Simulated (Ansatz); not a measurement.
`[O]=[Mo]([OH])(=[S])[Cl]` + H–F → `[O]=[Mo]([OH])([F])=[S]` + HCl at 400 K and 1 bar (ligand exchange at a Mo–Cl bond).

Gas-phase electronic energies from Ansatz, PBE0-D4/def2-TZVP geometries. CCSD(T)/CBS is the MP2 limit (def2-TZVPP, def2-QZVPP) plus CCSD(T) − MP2 in def2-TZVPP, frozen cores. This one scheme is used for every species. Elements past krypton have def2 core potentials. For Mo outer-core shells are correlated without core-valence functions, which leaves a few kJ/mol of doubt a bond. One conformer a species, not always the lowest.

```json
{"species": "`[O]=[Mo]([OH])(=[S])[Cl]`", "CCSD(T)/CBS energy (Eh)": "-1076.80343", "H − E (kJ/mol)": "82.6", "S (J/(mol·K))": "379.6"}
{"species": "H–F", "CCSD(T)/CBS energy (Eh)": "-100.39570", "H − E (kJ/mol)": "36.5", "S (J/(mol·K))": "182.2"}
{"species": "`[O]=[Mo]([OH])([F])=[S]`", "CCSD(T)/CBS energy (Eh)": "-716.80850", "H − E (kJ/mol)": "83.7", "S (J/(mol·K))": "368.3"}
{"species": "HCl", "CCSD(T)/CBS energy (Eh)": "-460.38127", "H − E (kJ/mol)": "29.6", "S (J/(mol·K))": "195.4"}
```

H − E and S are ideal-gas, rigid-rotor, harmonic terms from PBE0-D4/def2-TZVP, for one conformer and one mirror image of each species. 1 Eh = 2625.50 kJ/mol, R = 8.31446 J/(mol·K).

Problem. By hand: ΔE, ΔH, ΔS and ΔG.

Solution. ΔE = (-716.80850) + (-460.38127) − (-1076.80343) − (-100.39570) = 0.00936 Eh = 24.6 kJ/mol. Δ(H − E) = 83.7 + 29.6 − 82.6 − 36.5 = -5.8, so ΔH = 18.8 kJ/mol. ΔS = 368.3 + 195.4 − 379.6 − 182.2 = 1.9 J/(mol·K). ΔG = 18.8 − 400 × (1.9)/1000 = 18.0 kJ/mol.

Problem. By hand: the equilibrium constant, and the temperature at which ΔG would vanish if ΔH and ΔS stayed fixed.

Solution. log₁₀ K = −ΔG/(RT ln 10) = -2.4. ΔG = 0 at ΔH/ΔS = 9895 K, far beyond where these terms or the molecules hold.

The number of gas molecules stays the same, so ΔS is small and ΔH decides. A doubt of 5 kJ/mol in ΔE shifts log₁₀ K by 0.7 here. Other conformers and mirror images would add mixing entropy, several J/(mol·K) or more a flexible species. These are equilibria of isolated gas molecules and say nothing of rates. Largest T1 diagnostic: 0.025 (customary marks: 0.02 for closed shells, 0.045 for open ones).
